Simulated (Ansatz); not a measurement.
Potential energy curve for MgC, lowest triplet found (which spin is the ground state isn't settled by this scan).

- UKS-BLYP = Ansatz (a program for electronic structure) with unrestricted BLYP/aug-cc-pVDZ
- FCI = Ansatz with full CI/aug-cc-pVDZ, frozen core

Energies relative to the lowest point of each curve between 1.81 and 2.60 Å, where full CI is lowest, in kcal/mol:

```
R / Å  UKS-BLYP
-----  --------
1.58       58.7
1.99        1.8
2.11        0.0
2.20        0.4
2.24        0.8
2.33        2.4
2.73       12.4
3.18       21.8
3.46       25.8
4.30       32.0
6.33       35.0
7.38       35.1
```

Q: Predict the corresponding FCI column.

A: 1.58: 63.1; 1.99: 2.0; 2.11: 0.0; 2.20: 0.4; 2.24: 1.0; 2.33: 2.8; 2.73: 14.6; 3.18: 24.5; 3.46: 27.7; 4.30: 30.8; 6.33: 31.4; 7.38: 31.5 (kcal/mol).

The unrestricted determinant behind UKS-BLYP is spin-contaminated at 1.58 to 2.91 Å (<S²> up to 2.3, against 2.00 for a pure triplet). Also computed but left out beside FCI, since their determinant holds another spin at the minimum (<S²> over 0.7 above the pure value): UHF, UMP2, UCCSD, UCCSD(T), UCCSDT, UCCSDT(Q), UHF/LANL2DZ, UHF/STO-3G, UMP2/6-31G*.
